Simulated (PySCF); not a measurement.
sulfur difluoride (F₂S), SMILES FSF. Geometry: r2SCAN-D4/def2-TZVP.

Computed with PySCF with r2SCAN-D4/def2-TZVP.

Harmonic wavenumbers (cm⁻¹): 345, 806, 834. Rotational constants (GHz): 26.70, 9.009, 6.736; symmetry number 2.

Q: Work out the zero-point energy and the ideal-gas rigid-rotor harmonic-oscillator thermochemistry at 298.15 K and 1 atm.

A: ZPE = ½ Σ hcν = ½ × 1985 cm⁻¹ = 11.87 kJ/mol. H − E(el) = 23.14 kJ/mol. Entropy in J/(mol K): translation 161.74, rotation 89.68, vibration 6.58, total 258.00. G − E(el) = -53.79 kJ/mol. Cp = 45.07 J/(mol K).
